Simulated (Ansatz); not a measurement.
C₄H₉B, SMILES `B/C=C/CC`, relaxed with RKS PBE-D4/def2-SVP in Ansatz 0.2.0 from a rough embedded geometry. The force threshold is 0.03 eV/Å; the program also tests the step.

Charge 0, multiplicity 1.

Start:

```xyz
14

B     2.428    0.556    0.861
C     0.927    0.322    0.770
C     0.239    0.634   -0.334
C    -1.232    0.291   -0.505
C    -1.544   -1.150   -0.529
H     3.068    1.091   -0.041
H     3.047    0.331    1.852
H     0.440   -0.135    1.589
H     0.774    1.032   -1.181
H    -1.617    0.806   -1.353
H    -1.749    0.777    0.448
H    -0.999   -1.633   -1.397
H    -1.177   -1.615    0.427
H    -2.604   -1.306   -0.608
```

| step | energy (eV) | largest force (eV/Å) | largest move (Å) |
| --- | --- | --- | --- |
| 1 | -4958.9591 | 3.686 | 0.000 |
| 2 | -4959.2180 | 1.117 | 0.143 |
| 3 | -4959.3098 | 0.375 | 0.094 |
| 4 | -4959.3116 | 0.295 | 0.074 |
| 5 | -4959.3275 | 0.177 | 0.043 |
| 6 | -4959.3413 | 0.190 | 0.173 |
| 7 | -4959.3449 | 0.446 | 0.195 |
| 8 | -4959.3590 | 0.278 | 0.036 |
| 9 (rejected) | -4959.3528 | 0.574 | 0.200 |
| 10 | -4959.3721 | 0.169 | 0.098 |
| 11 | -4959.3731 | 0.346 | 0.100 |
| 12 | -4959.3894 | 0.047 | 0.150 |
| 13 | -4959.3933 | 0.039 | 0.089 |
| 14 | -4959.3957 | 0.084 | 0.107 |
| 15 | -4959.3973 | 0.071 | 0.048 |
| 16 | -4959.3988 | 0.050 | 0.050 |
| 17 | -4959.3994 | 0.032 | 0.043 |
| 18 | -4959.3996 | 0.022 | 0.029 |

End:

```xyz
14

B     2.542    0.727    0.888
C     1.011    0.608    0.947
C     0.272    0.346   -0.170
C    -1.214    0.195   -0.247
C    -1.646   -1.165   -0.821
H     3.108    0.583   -0.184
H     3.208    0.961    1.883
H     0.455    0.730    1.897
H     0.816    0.214   -1.127
H    -1.608    1.000   -0.911
H    -1.666    0.359    0.754
H    -1.221   -1.332   -1.832
H    -1.306   -1.998   -0.173
H    -2.750   -1.226   -0.905
```

It took 8 s on 4 threads of an AMD EPYC 9R45 on a shared host, with 0.17 GiB of host memory at the peak.
